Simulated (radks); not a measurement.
Valence configurations of neutral sulfur (all share [Ne]). All-electron calculation, scalar-relativistic Kohn-Sham, PBE, spin-polarised, spherical densities, point nucleus; open shells are filled with parallel spins first. Program: a radial shooting solver on a logarithmic mesh with Libxc functionals. Energies are relative to 3s2 3p4; eigenvalues in eV for spin up.

valence,E (eV),moment (Bohr magnetons),e(3p),e(3s)
3s2 3p4,0.000,2,-7.689,-18.001
3s1 3p5,10.161,2,-8.356,-18.875
3p6,21.590,0,-8.076,-
3s1.5 3p4.5,5.078,2,-8.022,-18.440
3s0.5 3p5.5,16.109,1,-8.254,-18.766

NIST lists [Ne] 3s2 3p4 as the ground configuration; this level of theory agrees among the configurations tried. The energies are those of spherical high-spin densities, not of single terms.
